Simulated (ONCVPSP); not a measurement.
Ni (Z = 28) ONCV: all-electron and pseudo phase curves

- Element: Ni (Z = 28)
- Generator: ONCVPSP 4.0.1
- Type: optimised norm-conserving Vanderbilt (ONCV)
- Functional: PBE
- Relativity: scalar-relativistic
- Frozen core: [Ne]
- Valence charge: 18
- Reference configuration: 3s2 3p6 3d8 4s2
- Partial waves: 3s+4s: rc 1.45 bohr, ncon 4, nbas 7, qcut 6.8 1/bohr, 3 projectors, debl 0.8 Ha; 3p: rc 0.85 bohr, ncon 5, nbas 10, qcut 9.3 1/bohr, 1 projector; 3d: rc 1.45 bohr, ncon 4, nbas 8, qcut 10.6 1/bohr, 3 projectors, debl 1.7 Ha
- Local potential: polynomial inside 0.75 bohr (lpopt 5, dvloc0 0 Ha)
- Core correction: Teter function fitted to the true core (icmod 2), fcfact 0.25

The phase is arctan(r·R′/R) of the radial function R(r), unwrapped; energies in Ha, scanned from -6 to 5 Ha. A pole is an energy at which the radial function vanishes at the test radius. The pseudo phase is shifted by a multiple of π to meet the all-electron one at the reference energy, and phase errors are pseudo minus all-electron; the curves can meet again beyond the range given. Levels narrower than the energy grid can be missing from the lists of poles.

| channel | radius (bohr) | reference energy (Ha) | poles, all-electron | poles, pseudo | unbroken range about the reference energy with phases within 0.05 rad | phase error 1 Ha above the reference energy (rad) |
| --- | --- | --- | --- | --- | --- | --- |
| s | 1.47 | -0.21 | -3.85 | -3.85 | the whole range | +0.000 |
| p | 0.86 | -2.62 | 2.47 | 2.31 | the whole range | -0.000 |
| d | 1.47 | -0.33 | 0.23 | 0.23 | the whole range | +0.000 |

Phases in the d channel:

```
E (Ha)  all-electron  pseudo
 -5.96         1.328   1.328
 -5.40         1.312   1.313
 -4.84         1.294   1.294
 -4.28         1.270   1.271
 -3.72         1.240   1.241
 -3.16         1.200   1.200
 -2.60         1.139   1.139
 -2.04         1.038   1.038
 -1.48         0.823   0.823
 -0.92         0.127   0.127
 -0.36        -1.118  -1.118
  0.20        -1.558  -1.558
  0.76        -1.762  -1.762
  1.32        -1.941  -1.941
  1.88        -2.191  -2.191
  2.44        -2.665  -2.665
  3.00        -3.445  -3.445
  3.56        -4.011  -4.011
  4.12        -4.282  -4.282
  4.68        -4.425  -4.425
```
